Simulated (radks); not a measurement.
Values are calculated unless marked as measured or tabulated.
Spherical quantum dot in the effective-mass picture: electrons in a parabolic well V = omega^2 r^2 / 2 with omega = 0.272, all in effective atomic units (hartree* = m*/eps^2 hartree, bohr* = eps/m* bohr), one dielectric constant everywhere. Level of theory: non-relativistic Kohn-Sham, LDA (Slater exchange, Perdew-Wang correlation), spin-polarised, spherical densities (a radial shooting solver with Libxc functionals). Levels are named by radial order and angular momentum (1s, 1p, 1d, 2s, ...), and open shells are averaged over m. Results are scaled to m* = 0.434 and eps = 13.6, for which hartree* = 63.85 meV and bohr* = 1.658 nm.

N = 24, configuration 1s2 1p6 1d10 2s2 1f(up 4, down 0). This is the lowest configuration that the search found. Occupied and some empty levels:

level,occupation,eigenvalue (meV),<r> (nm)
1s up,1,316.27,7.100
1s down,1,316.97,6.904
1p up,3,320.77,8.349
1p down,3,321.73,8.255
1d up,5,326.52,9.185
1d down,5,327.62,9.149
2s up,1,329.58,7.283
2s down,1,330.18,7.389
1f up,4,333.36,9.834
1f down,0,334.51,9.832
2p up,0,337.85,8.240
2p down,0,338.46,8.273
1g up,0,341.13,10.38
1g down,0,342.30,10.40
2d up,0,346.66,9.085
2d down,0,347.33,9.090

Energy (meV): total 4789.64, kinetic 283.47, external 1701.3, Hartree 3134.7, exchange-correlation -329.83.
